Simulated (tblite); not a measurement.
Start geometry of `C=CC1=C[SiH2]C=CCC1` from a force field or distance geometry (Å):
```
atom  x, y, z in Å
C1     3.0934    0.7542   -0.4703
C2     2.2581   -0.2825   -0.6445
C3     0.9252   -0.4527   -0.0952
C4     0.1754   -1.4808   -0.5456
Si5   -1.5726   -1.8526   -0.0803
C6    -2.5155   -0.2722   -0.0614
C7    -2.0654    0.9879    0.1119
C8    -0.6661    1.5092    0.3967
C9     0.3851    0.5245    0.9389
H10    2.8212    1.6388    0.1059
H11    4.0630    0.7513   -0.9368
H12    2.6267   -1.1071   -1.2553
H13    0.5600   -2.1880   -1.2569
H14   -2.1610   -2.7662   -1.0950
H15   -1.6344   -2.4880    1.2476
H16   -3.5714   -0.4245   -0.2334
H17   -2.8121    1.7810    0.0516
H18   -0.7866    2.2925    1.1435
H19   -0.2982    1.9989   -0.5082
H20   -0.0252   -0.0235    1.8002
H21    1.1915    1.1169    1.3857
```

Question: What comes out of this run: GFN2-xTB geometry optimisation, gas phase (tblite 0.8.0)?

Answer: 
```
atom  x, y, z in Å
C1     2.9855    0.8467   -0.4462
C2     2.2414   -0.2359   -0.6501
C3     0.9216   -0.5082   -0.1024
C4     0.2018   -1.5458   -0.5501
Si5   -1.5651   -1.8544   -0.0040
C6    -2.4877   -0.2140   -0.0209
C7    -2.0037    1.0178    0.0899
C8    -0.5940    1.4582    0.3478
C9     0.3463    0.4059    0.9448
H10    2.6767    1.6621    0.1856
H11    3.9451    0.9610   -0.9214
H12    2.6156   -1.0047   -1.3167
H13    0.6375   -2.1861   -1.3069
H14   -2.2057   -2.7562   -0.9719
H15   -1.6152   -2.4708    1.3334
H16   -3.5559   -0.2940   -0.1902
H17   -2.6846    1.8597   -0.0111
H18   -0.6430    2.3138    1.0292
H19   -0.1716    1.8321   -0.5922
H20   -0.2081   -0.1826    1.6782
H21    1.1539    0.9123    1.4746
```

The energy falls by 17.5 kJ/mol over 72 L-BFGS steps, the largest force on an atom goes from 1.55 to 0.009 eV/Å, and the atoms move by 0.149 Å rms after alignment. The bond that changes most is Si5–C6 (SiH2 silicon to alkene CH carbon), which lengthens by 0.042 Å. Bonds longer at the end by more than 0.005 Å: 4 of 21; shorter: 11. Among the angles that change most is Si5–C4–H13, from 111.9° to 119.0°. Among the dihedrals that turn most is H19–C8–C9–H20, from -175° to -162°. Rotational constants go from 2295, 1024, 760.8 to 2324, 1053, 783.6 MHz. The orientation of the end geometry is arbitrary; only internal coordinates are fixed.

Hardware: one thread, Arm Neoverse V2 (aarch64), shared host with 96 logical CPUs at a one-minute load of 54. Cost: 0.54 s wall.

Its GFN2-xTB frequencies are all real (lowest 59 cm⁻¹). One conformer, not necessarily the lowest. 2 starts were optimised and ended at 0.00 and 0.98 kcal/mol (GFN2-xTB); the lowest of these is shown.

The numbers are calculated, not measured.
